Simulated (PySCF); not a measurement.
**Two-component Hartree-Fock for Eu⁵⁵⁺ (europium, charge +55)**

Start: [He] 2s2 2p4; 2p1/2 filled at m_j = -1/2, +1/2; 2p3/2 filled at m_j = +1/2, +3/2. Calculated with PySCF 2.14 in an even-tempered Gaussian basis (17 s from 36 bohr⁻², ratio 2.4; 13 p from 46 bohr⁻², ratio 2.4; 5 d from 160 bohr⁻², ratio 2.6; 4 f from 240 bohr⁻², ratio 2.6): generalised Hartree-Fock with the X2C-1e Hamiltonian and a Gaussian nucleus; one run each with spin-orbit coupling (SO) switched off, then screened by Boettger's factors.

```csv
spinor shell,electrons,"ε, spin-free (eV)","ε, screened SO (eV)",weight of nominal j (screened SO),"rms radius, screened SO (bohr)"
1s1/2,2,-53638.2,-53615.3,1.000,0.0253
2s1/2,2,-12447.5,-12440.8,1.000,0.0998
2p1/2,2,-11680.3,-12147.5,0.999,0.0849
2p3/2,2,-11680.3,-11468.5,1.000,0.0906
```

```tsv
quantity	spin-free	screened SO
E (hartree)	-6941.02395	-6961.04974
M_J	2	2
⟨J²⟩	6.000	6.000
⟨L²⟩	2.000	3.254
⟨S²⟩	2.000	1.385
```

Each row is a mean over spinors that exchange with the open shell spreads, by up to 73.316 eV (2s1/2).

Breit and QED terms are absent; they matter most for the inner s and p1/2 levels.

Densities and radii are taken from the X2C orbitals without a picture-change correction, which distorts them close to the nucleus.

Without spin-orbit coupling the j labels of p, d and f shells carry no meaning; the spin-free column gives the mean over the occupied spinors of each nl shell.
